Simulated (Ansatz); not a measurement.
C₄H₄S, charge -1, doublet, at a GFN2-xTB geometry (a state made from the parent by changing its charge; the spin is typed, not shown lowest) (a gas-phase anion, which may not be bound at this level); B3LYP/6-311G** (Ansatz, a quantum-chemistry and plane-wave program).

Here is a job for Ansatz.
Ansatz 0.2 input:
```yaml
crystal:
  periodic: [false, false, false]
  atoms:
    - {symbol: C, position_ang: [0.37858705, -1.40799270, 0.17076680]}
    - {symbol: C, position_ang: [-0.96397958, -1.08753912, 0.20720749]}
    - {symbol: C, position_ang: [-1.23029263, 0.24736622, -0.10972511]}
    - {symbol: S, position_ang: [0.27791884, 1.18476965, -0.17944570]}
    - {symbol: C, position_ang: [1.21958090, -0.29303038, 0.11664142]}
    - {symbol: H, position_ang: [0.77263208, -2.41463041, 0.26988164]}
    - {symbol: H, position_ang: [-1.76243806, -1.80491837, 0.36921296]}
    - {symbol: H, position_ang: [-2.13061493, 0.79473067, 0.13096781]}
    - {symbol: H, position_ang: [2.25034507, -0.28432037, -0.20827477]}
basis:
  gaussian:
    orbitals: 6-311G__.json
    fitting: {mean_field: def2-universal-JKFIT}
hamiltonian:
  xc: b3lyp
total_charge: -1
magnetization: {spin_polarized: true, initial_magnetization: 1}
```
The basis file holds 6-311G** in the JSON format of the Basis Set Exchange.

It wrote (shortened):

```
Functional definition: B3LYP
500 factors; integrals over basis functions are off by at most 3.0e-1 eV
mean field evaluation 1: about -15042.9898 eV, gradient 3.3e1 eV
mean field evaluation 2: about -15031.0874 eV, gradient 5.5e1 eV
mean field evaluation 4: about -15048.2350 eV, gradient 4.0e0 eV
mean field evaluation 8: about -15048.3142 eV, gradient 2.0e-1 eV
mean field evaluation 16: about -15048.3152 eV, gradient 1.1e-3 eV
mean field -15048.31523113 eV, -553.0153846295 hartree, gradient 3.5e-5 eV, S^2 0.762449; 2 other end points of the search recorded, 0 dependent functions left out
reference -15048.31550065 eV, -553.0153945342 hartree; 23, 22 occupied and 100, 101 virtual orbitals, 500 factors
Total energy: -15048.31550065 eV, -553.0153945342 hartree
```
